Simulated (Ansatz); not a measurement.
Start from `NCCN` and change one atom or group to get `BCCN`.

Ansatz, PBE0-D4/def2-TZVP geometries, multiplicity 1. Each molecule was computed in one conformer, which needn't be the lowest.

```
                                      property  `NCCN`
           LUMO energy (B3LYP/def2-TZVPP) / eV    0.48
           HOMO energy (B3LYP/def2-TZVPP) / eV   -6.44
         LUMO energy (ωB97M-V/def2-TZVPP) / eV    2.25
       HOMO–LUMO gap (ωB97M-V/def2-TZVPP) / eV   11.32
size of the dipole moment (PBE/def2-TZVPP) / D    2.07
          HOMO–LUMO gap (PBE0/def2-TZVPP) / eV    7.49
```

Question: What does the change do to each property? (Estimate.)

Answer: Ansatz gave: 
| property | `BCCN` | shift |
| --- | --- | --- |
| LUMO energy (B3LYP/def2-TZVPP) / eV | -1.59 | -2.07 |
| HOMO energy (B3LYP/def2-TZVPP) / eV | -6.58 | -0.14 |
| LUMO energy (ωB97M-V/def2-TZVPP) / eV | 0.56 | -1.69 |
| HOMO–LUMO gap (ωB97M-V/def2-TZVPP) / eV | 9.78 | -1.54 |
| size of the dipole moment (PBE/def2-TZVPP) / D | 1.30 | -0.77 |
| HOMO–LUMO gap (PBE0/def2-TZVPP) / eV | 5.48 | -2.01 |

With PBE0 the HOMO falls by 0.17 eV and the LUMO falls by 2.18 eV, so the gap narrows by about 2.01 eV. PBE moves the HOMO by -0.16 eV and ωB97M-V by -0.16 eV. Dipoles are sizes alone; their direction can turn.

B3LYP here is the variant with VWN-RPA as its local correlation; programs differ in this.
